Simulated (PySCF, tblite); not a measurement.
Isomers of C5H11FS2Si, one GFN2-xTB conformer each. Single-point energies are computed at PBE0/pcSseg-1 (PySCF, gas phase, no added dispersion term), electronic only.

```csv
SMILES,GFN2-xTB relative energy (kJ/mol)
CS[C@@](C)([SiH3])C(=S)CF,133.7
CC[C@@H]1[SiH2]SCS[C@H]1F,0.0
```

Conformers: `[CH3:1][S:2][C@@:3]([CH3:4])([SiH3:5])[C:6](=[S:7])[CH2:8][F:9]` with C1–S2–C3–C4 59°, S2–C3–C6–S7 129°, C3–C6–C8–F9 -42°; `[CH3:1][CH2:2][C@@H:3]1[SiH2:4][S:5][CH2:6][S:7][C@H:8]1[F:9]` with C1–C2–C3–Si4 -74°, C2–C3–Si4–S5 -65°, C3–Si4–S5–C6 -52°, Si4–S5–C6–S7 65°, S5–C6–S7–C8 -71°.

Problem. What does PBE0/pcSseg-1 give for the same structures?

Solution. 
```tsv
SMILES	PBE0/pcSseg-1 E (Eh)	PBE0/pcSseg-1 (kJ/mol)	GFN2-xTB (kJ/mol)	point group
CC[C@@H]1[SiH2]SCS[C@H]1F	-1382.08419	0.0	0.0	C1
CS[C@@](C)([SiH3])C(=S)CF	-1382.02005	168.4	133.7	C1
```

Both levels put the same isomer lowest. As drawn, the higher has a C=S bond, which the lower lacks.

Problem. Which frontier levels, dipoles and rotational constants go with these structures?

Solution. 
| SMILES | HOMO (eV, PBE0/pcSseg-1) | LUMO (eV) | dipole (D) | A, B, C (MHz) |
| --- | --- | --- | --- | --- |
| CC[C@@H]1[SiH2]SCS[C@H]1F | -6.72 | 0.14 | 1.88 | 1151, 926.9, 740.0 |
| CS[C@@](C)([SiH3])C(=S)CF | -6.55 | -2.49 | 1.30 | 997.9, 938.3, 778.5 |

Problem. What happens when harmonic zero-point energies from GFN2-xTB frequencies are added?

Solution. 
| SMILES | ZPE (kJ/mol) | electronic (kJ/mol) | with ZPE (kJ/mol) |
| --- | --- | --- | --- |
| CC[C@@H]1[SiH2]SCS[C@H]1F | 392.7 | 0.0 | 0.0 |
| CS[C@@](C)([SiH3])C(=S)CF | 376.3 | 168.4 | 152.0 |

The zero-point energies span 16.4 kJ/mol. The order is unchanged.
